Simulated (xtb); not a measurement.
A run for xtb: GFN1-xTB on AlAs, 2S+1 = 3, a spin state set in the input, which need not be the lowest, a point of a bond scan (R = 2.524 Å).

```
$ xtb mol.xyz --gfn 1 --sp --chrg 0 --uhf 2
2

Al     0.00000000     0.00000000     0.00000000
As     0.00000000     0.00000000     2.52374800
```

Output:

```
[...]
           -------------------------------------------------
          |                Calculation Setup                |
           -------------------------------------------------



           -------------------------------------------------
          |                 G F N 1 - x T B                 |
           -------------------------------------------------

        Reference                      10.1021/acs.jctc.7b00118
      * Hamiltonian:
        H0-scaling (s, p, d)           1.850000    2.250000    2.000000
        zeta-weighting                 0.000000
      * Dispersion:
        s8                             2.400000
        a1                             0.630000
        a2                             5.000000
        s9                             0.000000
      * Repulsion:
        kExp                           1.500000
        rExp                           1.000000
      * Coulomb:
        alpha                          2.000000
        third order                    atomic
        anisotropic                    false
      * Halogen bond correction:
        rad-scale                      1.300000
        damping                        0.440000


          ...................................................
          :                      SETUP                      :
          :.................................................:
          :  # basis functions                  20          :
          :  # atomic orbitals                  18          :
          :  # shells                            6          :
          :  # electrons                         8          :
          :  # halogen bonds                     0          :
          :  max. iterations                   250          :
          :  Hamiltonian                  GFN1-xTB          :
          :  restarted?                      false          :
          :  GBSA solvation                  false          :
          :  PC potential                    false          :
          :  electronic temp.          300.0000000     K    :
          :  accuracy                    1.0000000          :
          :  -> integral cutoff          0.2500000E+02      :
          :  -> integral neglect         0.1000000E-07      :
          :  -> SCF convergence          0.1000000E-05 Eh   :
          :  -> wf. convergence          0.2000000E-04 e    :
          :  Broyden damping             0.4000000          :
          :  net charge                          0          :
          :  unpaired electrons                  2          :
          ...................................................

 iter      E             dE          RMSdq      gap      omega  full diag
   1     -3.4031059 -0.340311E+01  0.558E+00    2.88       0.0  T
   2     -3.4182836 -0.151777E-01  0.650E+00    5.05       1.0  T
   3     -3.5206159 -0.102332E+00  0.313E+00    4.22       1.0  T
   4     -3.5228044 -0.218850E-02  0.110E+00    3.73       1.0  T
   5     -3.5266435 -0.383903E-02  0.153E-01    3.92       1.0  T
   6     -3.5266858 -0.423504E-04  0.378E-02    3.94       1.9  T
   7     -3.5266883 -0.250656E-05  0.408E-03    3.94      17.3  T
   8     -3.5266883 -0.293695E-07  0.205E-05    3.94    3454.6  T
   9     -3.5266883 -0.297984E-12  0.343E-06    3.94   20598.4  T

   *** convergence criteria satisfied after 9 iterations ***

         #    Occupation            Energy/Eh            Energy/eV
      -------------------------------------------------------------
         1        2.0000           -0.6232168             -16.9586
         2        2.0000           -0.4789212             -13.0321
         3        1.4991           -0.2921746              -7.9505
         4        1.4991           -0.2921746              -7.9505
         5        1.0017           -0.2861258              -7.7859 (HOMO)
         6                         -0.1411579              -3.8411 (LUMO)
         7                         -0.1411579              -3.8411
         8                         -0.0818396              -2.2270
         9                         -0.0818396              -2.2270
        10                         -0.0434923              -1.1835
       ...                                ...                  ...
        18                          0.7063864              19.2218
      -------------------------------------------------------------
                  HL-Gap            0.1449678 Eh            3.9448 eV
             Fermi-level           -0.2529099 Eh           -6.8820 eV

 transition dipole moment (au) for excitation:           4           5
     X       Y       Z
  -0.0044   0.0419  -0.0000  total (au/Debye):    0.042   0.107
 dE (eV)             :    0.165
 oscillator strength :  0.10114E-04

 SCC (total)                   0 d,  0 h,  0 min,  0.006 sec
 SCC setup                      ...        0 min,  0.000 sec (  3.074%)
 Dispersion                     ...        0 min,  0.000 sec (  0.818%)
 classical contributions        ...        0 min,  0.000 sec (  0.546%)
 integral evaluation            ...        0 min,  0.001 sec ( 20.290%)
 iterations                     ...        0 min,  0.001 sec ( 25.339%)
 molecular gradient             ...        0 min,  0.001 sec ( 18.339%)
 printout                       ...        0 min,  0.002 sec ( 31.253%)

         :::::::::::::::::::::::::::::::::::::::::::::::::::::
         ::                     SUMMARY                     ::
         :::::::::::::::::::::::::::::::::::::::::::::::::::::
         :: total energy              -3.525460226572 Eh    ::
         :: gradient norm              0.042491602850 Eh/a0 ::
         :: HOMO-LUMO gap              3.944775187914 eV    ::
         ::.................................................::
         :: SCC energy                -3.526688344166 Eh    ::
         :: -> electrostatic           0.001506572373 Eh    ::
         :: repulsion energy           0.001771037243 Eh    ::
         :: dispersion energy         -0.000542919648 Eh    ::
         :: halogen bond corr.         0.000000000000 Eh    ::
         :: add. restraining           0.000000000000 Eh    ::
         :: total charge               0.000000000000 e     ::
         :::::::::::::::::::::::::::::::::::::::::::::::::::::

           -------------------------------------------------
          |                Property Printout                |
           -------------------------------------------------

    * Orbital Energies and Occupations

         #    Occupation            Energy/Eh            Energy/eV
      -------------------------------------------------------------
         1        2.0000           -0.6232168             -16.9586
         2        2.0000           -0.4789212             -13.0321
         3        1.4991           -0.2921746              -7.9505
         4        1.4991           -0.2921746              -7.9505
         5        1.0017           -0.2861258              -7.7859 (HOMO)
         6                         -0.1411579              -3.8411 (LUMO)
         7                         -0.1411579              -3.8411
         8                         -0.0818396              -2.2270
         9                         -0.0818396              -2.2270
        10                         -0.0434923              -1.1835
        11                         -0.0042926              -0.1168
        12                         -0.0042926              -0.1168
        13                          0.0419505               1.1415
        14                          0.0419505               1.1415
        15                          0.0980810               2.6689
        16                          0.1978156               5.3828
       ...                                ...                  ...
        18                          0.7063864              19.2218
Note: The following floating-point exceptions are signalling: IEEE_DENORMAL
normal termination of xtb
      -------------------------------------------------------------
                  HL-Gap            0.1449678 Eh            3.9448 eV
             Fermi-level           -0.2529099 Eh           -6.8820 eV

  Mulliken/CM5 charges         n(s)   n(p)   n(d)
     1Al    0.07150  0.05581   1.959  0.551  0.418
     2As   -0.07150 -0.05581   1.831  3.261 -0.021

Wiberg/Mayer (AO) data.
largest (>0.10) Wiberg bond orders for each atom

 ---------------------------------------------------------------------------
     #   Z sym  total        # sym  WBO       # sym  WBO       # sym  WBO
 ---------------------------------------------------------------------------
     1  13 Al   1.423 --     2 As   1.423
     2  33 As   1.423 --     1 Al   1.423
 ---------------------------------------------------------------------------

Topologies differ in total number of bonds
Writing topology from bond orders to xtbtopo.mol

 dipole moment from electron density (au)
     X       Y       Z
   0.0000  -0.0000  -2.1781  total (Debye):    5.536


           -------------------------------------------------
          | TOTAL ENERGY               -3.525460226572 Eh   |
          | GRADIENT NORM               0.042491602850 Eh/α |
          | HOMO-LUMO GAP               3.944775187914 eV   |
           -------------------------------------------------

------------------------------------------------------------------------
------------------------------------------------------------------------
 total:
 SCF:
```

The run finished.

Cost: roughly 0.05 core-seconds.
